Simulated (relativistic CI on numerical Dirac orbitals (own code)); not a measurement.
**Level scheme of Cs XXIV**

Computed by Dirac-Coulomb-Breit CI, orbitals from a KLI potential per configuration, QED by a radiative potential, unscaled Slater integrals (own radial code, finite nucleus).

CI space (outside the closed core [Ar] 3d10): 4s2 4p2, 4s 4p3, 4s2 4p 4d, 4p4, 4s 4p2 4d, 4s2 4p 4f, 4s 4p2 4f, 4p3 4d, 4s 4p 4d2, 4s2 4d 4f, 4p3 4f, 4s2 4p 5s, 4p3 5s, 4s2 4p 5p, 4p2 4d 4f, 4s 4p 4d 5s, 4s 4p 4f2, 4s 4p2 5s, 4s2 4p 5d, 4s2 4f 5s, 4s 4p2 5p, 4s2 4p 5f, 4s2 4p 5g, 4s 4p2 5d, 4s2 4p 6s, 4p2 4f 5s, 4s2 4p 6p, 4s2 4d2, 4s 4d3, 4s 4d2 4f, 4p2 4d2, 4p 4d3, 4p 4d2 4f, 4p 4d2 5s, 4s2 4f2, 4s 4d 4f2, 4s 4f3, 4p2 4f2, 4p 4d 4f2, 4p 4f3, 4p 4f2 5s, 4s 4p 4d 4f, 4s 4d 4f 5s, 4s2 4d 5s, 4s 4d2 5s, 4p2 4d 5s, 4p 4d 4f 5s, 4p 4d 5s2, 4s 4p 4f 5s, 4s 4f2 5s, 4s 4f 5s2, 4s2 5s2, 4s 4d 5s2. Double excitations out of closed p, d and f shells are left out; levels of such configurations are missing from the list, as are those of other unlisted configurations, and high levels can miss mixing partners. These lack a partner that the ground configuration has and come out too high: 4s 4p2 5p, 4s 4p2 5d, 4s2 4p 5p, 4s2 4p 5d, 4s2 4p 5f.

The lowest level is 4s2 4p2 3P_0, with 77 % of that term; Hund's rules for 4s2 4p2 give 3P with J = 0, in agreement.

```csv
No.,Configuration,Term,J,E (eV),%,Next component (%),Landé g
1,4s2 4p2,3P,0,0.000,77,22 1S,
2,4s2 4p2,3P,1,15.681,98,1 4s 4p2 4d 3P,1.499
3,4s2 4p2,1D,2,18.332,54,44 3P,1.222
4,4s2 4p2,3P,2,36.028,54,44 1D,1.275
5,4s2 4p2,1S,0,42.272,76,22 3P,
6,4s 4p3(4S°),5S°,2,66.115,61,28 3P°,1.772
7,4s 4p3(2D°),3D°,1,75.895,55,22 3P°,0.872
8,4s 4p3(2D°),3D°,2,81.886,56,27 5S°,1.420
9,4s 4p3(2D°),3D°,3,86.469,93,6 4s2 4p 4d 3D°,1.331
10,4s 4p3(2P°),3P°,0,92.017,95,4 4s2 4p 4d 3P°,
11,4s 4p3(2P°),3P°,1,94.178,58,23 3D°,1.278
12,4s 4p3(2D°),1D°,2,94.574,44,18 3D°,1.135
13,4s 4p3(4S°),3S°,1,100.908,47,32 1P°,1.506
14,4s2 4p 4d,3F°,2,105.764,59,17 4s 4p3 3P°,0.925
15,4s 4p3(2D°),1D°,2,109.612,31,28 3P°,1.113
16,4s2 4p 4d,3F°,3,113.443,81,8 3D°,1.101
17,4s2 4p 4d,3P°,2,116.780,49,20 3D°,1.287
18,4s2 4p 4d,3D°,1,116.993,41,25 3P°,0.890
19,4s 4p3(2P°),1P°,1,120.180,43,32 3S°,1.261
20,4s2 4p 4d,3F°,4,127.117,98,1 4p3 4d 3F°,1.249
21,4s2 4p 4d,1D°,2,130.286,39,37 3D°,1.035
22,4s2 4p 4d,3P°,0,131.599,94,4 4s 4p3 3P°,
23,4s2 4p 4d,3D°,3,132.583,61,17 1F°,1.233
24,4s2 4p 4d,3P°,1,133.177,64,23 3D°,1.221
25,4s2 4p 4d,3P°,2,135.540,43,30 3D°,1.300
26,4s2 4p 4d,1F°,3,141.587,73,23 3D°,1.079
27,4s2 4p 4d,1P°,1,143.917,74,11 3D°,0.963
28,4p4,3P,2,147.599,54,22 1D,1.348
29,4s 4p2(3P)<4P> 4d,5F,1,154.740,68,19 3D,0.278
30,4p4,3P,0,154.942,42,40 1S,
31,4s 4p2(3P)<4P> 4d,5F,2,156.816,54,20 5D,1.156
32,4s 4p2(3P)<4P> 4d,5F,3,160.953,40,33 5D,1.367
33,4p4,3P,1,163.987,61,26 4s 4p2 4d 3P,1.413
34,4p4,1D,2,165.613,47,17 3P,1.140
35,4s 4p2(3P)<4P> 4d,5D,0,167.784,91,7 3P,
36,4s 4p2(3P)<4P> 4d,3F,2,168.563,36,29 5D,1.071
37,4s 4p2(3P)<4P> 4d,5D,1,168.959,70,12 4p4 3P,1.362
38,4s 4p2(3P)<4P> 4d,5F,3,169.324,43,28 3F,1.248
39,4s 4p2(3P)<4P> 4d,5F,4,170.040,72,21 5D,1.364
40,4s 4p2(3P)<4P> 4d,3F,2,170.498,36,15 5F,1.046
41,4s 4p2(3P)<4P> 4d,5D,4,172.507,41,39 3F,1.340
42,4s 4p2(3P)<4P> 4d,5F,5,175.184,72,27 3G,1.343
43,4s 4p2(1D)<2D> 4d,3F,2,176.994,31,20 5D,1.170
44,4s 4p2(3P)<4P> 4d,5P,3,177.228,43,39 3F,1.353
45,4s 4p2(3P)<4P> 4d,5D,3,180.247,35,21 5P,1.394
```

Energies count from the lowest computed level; ° marks odd parity. Percentages are summed over parent terms; the parents shown are those of the largest component, closed shells are left out there, and <> holds an intermediate term.

The mean weight of the leading LS term, summed over parents, in these 45 levels is 59 %, and that of the leading jj configuration (from the same eigenvectors) 75 %, so jj coupling describes them better and the LS labels are nominal.

At this charge energies of transitions that change n are usually good to better than 1 %, and those within a shell (Δn = 0) to a few per cent.

LS names give the leading component of a level, which can be under half, so a name can repeat, a term be missing and a line seem to break the LS rules.
